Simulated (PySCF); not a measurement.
Geometry:
| atom | x (Å) | y (Å) | z (Å) |
| --- | --- | --- | --- |
| Cl1 | 3.257 | 0.084 | -1.036 |
| Si2 | 1.673 | -0.624 | -0.033 |
| S3 | 0.019 | -1.021 | -1.343 |
| C4 | -1.245 | -0.318 | -0.225 |
| C5 | -0.780 | 0.998 | 0.352 |
| S6 | 0.767 | 0.791 | 1.309 |
| H7 | 2.011 | -1.805 | 0.738 |
| H8 | -2.143 | -0.180 | -0.826 |
| H9 | -1.445 | -1.046 | 0.561 |
| H10 | -0.593 | 1.730 | -0.434 |
| H11 | -1.515 | 1.396 | 1.050 |

Geometry: GFN2-xTB; GIAO shifts from PySCF 2.14.0 with density-fitted response routines, gas phase, non-relativistic, averaged over equivalent atoms.

At PBE0/pcSseg-1 (155 basis functions, 17 s wall time on 1 thread of an Arm Neoverse V2, shared host):
| atoms | δ (ppm) |
| --- | --- |
| Si2 | 39.1 |
| C4/C5 | 42.5 |
| H7 | 6.44 |
| H8/H10 | 3.03 |
| H9/H11 | 2.90 |

δ = σ(ref) − σ, references computed at the same level: 29Si (σref 349.16) and 13C (σref 186.93) and 1H (σref 31.72) against TMS.

Q: Predict the values at OPBE/pcSseg-1 on the same geometry.

A: 
```csv
atoms,δ at OPBE/pcSseg-1,change
Si2,34.3,-4.8
C4/C5,43.3,+0.8
H7,6.66,+0.22
H8/H10,3.16,+0.13
H9/H11,3.03,+0.13
```

Scale: 29Si (σ = 356.49 ppm), 13C (σ = 187.50 ppm), 1H (σ = 31.67 ppm) vs TMS (reference shieldings calculated alike).

The largest change is at Si2 (silicon bonded to Cl, 2 S, H, in a 5-membered ring). Cost: 155 basis functions, 21 s wall time on 1 thread of an Arm Neoverse V2, shared host.
